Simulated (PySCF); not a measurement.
`CC#CCC(C)(C)C1CC1`. Method: PySCF, PBE0-D3(BJ)/def2-SVP geometry optimisation, gas phase.

```
atom  x, y, z in Å
C1     4.3185   -1.8214   -0.0030
C2     3.1859   -0.9100   -0.0587
C3     2.2487   -0.1412   -0.1048
C4     1.1184    0.7779   -0.1591
C5    -0.2738    0.1014   -0.2215
C6    -0.3748   -0.7726   -1.4727
C7    -0.4735   -0.7679    1.0180
C8    -1.2990    1.2250   -0.3363
C9    -1.7655    2.0437    0.8307
C10   -2.7165    1.1105    0.1356
H11    5.2403   -1.3300   -0.3522
H12    4.4984   -2.1758    1.0243
H13    4.1526   -2.7060   -0.6378
H14    1.2305    1.4364   -1.0384
H15    1.1450    1.4425    0.7218
H16   -0.2103   -0.1784   -2.3857
H17    0.3754   -1.5775   -1.4528
H18   -1.3744   -1.2285   -1.5423
H19   -0.4525   -0.1765    1.9461
H20   -1.4277   -1.3138    0.9762
H21    0.3350   -1.5107    1.0836
H22   -1.1726    1.7918   -1.2667
H23   -1.8893    3.1205    0.6903
H24   -1.4290    1.7620    1.8320
H25   -3.5045    1.5363   -0.4907
H26   -3.0140    0.2057    0.6712
```

(1) What is the longest distance between nuclei?

(2) Work out the bond lengths C1–H12, C1–H13, C5–C7, C6–H16, C6–H17, C8–C10 in bohr.

(3) How far apart are these pairs, which share no bond: C4···C6, C9···H26, H11···H22, H13···H23?

(4) Where is the centre of mass (commonest isotopes), and what is the radius of gyration?

(5) What are the angles C2–C1–H11, C3–C4–H15, C4–C5–C7, C5–C6–H18, C5–C7–H20, C10–C8–H22, C10–C9–H23?

(6) How far are the heavy atoms from their best plane (unweighted least squares)?

(7) What is the repulsion energy of the bare nuclei, Σ ZA·ZB/RAB?

Results:

(1) H11···H25, 9.20 Å; the next longest distance is 8.95 Å.

(2) For C1–H12 the difference vector is (0.1799, -0.3544, 1.0273) Å, of length 1.1015 Å. 1 bohr = 0.529177 Å. C1–H12 2.082; C1–H13 2.081; C5–C7 2.886; C6–H16 2.082; C6–H17 2.080; C8–C10 2.832 bohr.

(3) C4···C6 2.522 Å (2 bonds apart); C9···H26 2.228 Å (2 bonds apart); H11···H22 7.191 Å (7 bonds apart); H13···H23 8.498 Å (8 bonds apart).

(4) Mass 136.125 u; centre at (0.368, 0.068, -0.034) Å; Rg = √(Σ m r²/M) = 2.613 Å. As Ia + Ib + Ic = 2 Σ m r², the three principal moments sum to 1858.4 u·Å².

(5) From the scalar product of the two bond vectors; for C2–C1–H11 it is -0.5767 Å² over 1.4548 × 1.1014 Å², cos θ = -0.3599. C2–C1–H11 111.1°; C3–C4–H15 109.3°; C4–C5–C7 109.5°; C5–C6–H18 110.4°; C5–C7–H20 111.4°; C10–C8–H22 114.6°; C10–C9–H23 118.7°.

(6) 0.585 Å rms; C1 0.29, C2 0.02, C3 0.28, C4 0.58, C5 0.04, C6 0.64, C7 1.48, C8 0.52, C9 0.13, C10 0.19 Å (magnitudes).

(7) 515.37 Eh over 325 pairs, with full nuclear charges and distances in bohr; the largest single term is 15.70 Eh (C2 with C3).

Not checked by PBE0-D3(BJ)/def2-SVP frequencies. One conformer, not necessarily the lowest.
